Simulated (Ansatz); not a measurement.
Diatomic TaGa, multiplicity 7 (an upper state: multiplicity 5 came lower at PBE0/def2-TZVPP). No spin–orbit coupling. Ga is treated without relativity.

Constants: fifth-degree fit in 1/R to seven points, most abundant isotopes. Runs in def2 and cc sets follow the lowest solution found near the PBE0 minimum.

Programs: Ansatz (Gaussian basis) for Hartree–Fock, density functionals and correlated methods. Values without a source in brackets are computed. In def2 rows elements past Kr take small-core potentials, without spin–orbit coupling.

| level | r_e (Å) | ω_e (cm⁻¹) | α_e (cm⁻¹) | ω_e x_e (cm⁻¹) | dipole (D) |
|---|---|---|---|---|---|
| PBE/def2-TZVPP | 2.561 | 206 | 0.00019 | 0.59 | 1.12 |
| PBE0/def2-TZVPP | 2.534 | 218 | 0.00018 | 0.58 | 1.56 |
| wB97X-V/def2-TZVPP | 2.508 | 231 | 0.00017 | 0.66 | 2.37 |

Ansatz is a program for electronic structure.
